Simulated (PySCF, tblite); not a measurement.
Isomers of C8H11N. All values are computed: GFN2-xTB (tblite) harmonic vibrations without scaling, gas phase. Against measured fundamentals such values can be off by several per cent, at times by over 20. One conformer each.

Electronic energies: PBE0/pcSseg-1 single points on the GFN2-xTB geometries (PySCF, gas phase).

```
                   SMILES  electronic energy, lowest = 0 (kcal/mol)
  N#C[C@]12CCC[C@H](C1)C2                                       0.0
      C=C/C=C\C(=C)/C=N\C                                      40.1
C#CC[C@@H](C)[C@@H](C)C#N                                      32.1
```

**Question.** How do GFN2-xTB zero-point energies change the relative energies?

**Answer.** 
```
                   SMILES  ZPE (kcal/mol)  of it from modes above 1550 cm⁻¹  electronic (kcal/mol)  with ZPE, lowest = 0 (kcal/mol)  lowest mode (cm⁻¹)  rings
  N#C[C@]12CCC[C@H](C1)C2           108.5                              50.5                    0.0                              0.0                 130      3
C#CC[C@@H](C)[C@@H](C)C#N           104.0                              54.4                   32.1                             27.7                  43      0
      C=C/C=C\C(=C)/C=N\C           102.9                              57.4                   40.1                             34.5                  52      0
```

The zero-point energies span 5.6 kcal/mol, from `C=C/C=C\C(=C)/C=N\C` to `N#C[C@]12CCC[C@H](C1)C2`. The order is unchanged.

**Question.** And how do the electronic energies of GFN2-xTB itself compare?

**Answer.** `N#C[C@]12CCC[C@H](C1)C2` 0.0; `C#CC[C@@H](C)[C@@H](C)C#N` 41.5; `C=C/C=C\C(=C)/C=N\C` 47.9 kcal/mol, lowest = 0. Against the energies above, taken from the same isomer `N#C[C@]12CCC[C@H](C1)C2`, the largest difference is 9.4 kcal/mol.

**Question.** What do entropy and thermal enthalpy add at 298.15 K and 1 bar (rigid rotor, harmonic oscillator, one conformer each)?

**Answer.** 
| SMILES | point group | symmetry number | S (cal/(mol K)) | H − H(0) (kcal/mol) | ZPE + H − H(0) − TS (kcal/mol) |
| --- | --- | --- | --- | --- | --- |
| N#C[C@]12CCC[C@H](C1)C2 | C1 | 1 | 84.9 | 5.34 | 88.5 |
| C#CC[C@@H](C)[C@@H](C)C#N | C1 | 1 | 100.7 | 7.34 | 81.4 |
| C=C/C=C\C(=C)/C=N\C | C1 | 1 | 99.5 | 7.06 | 80.3 |
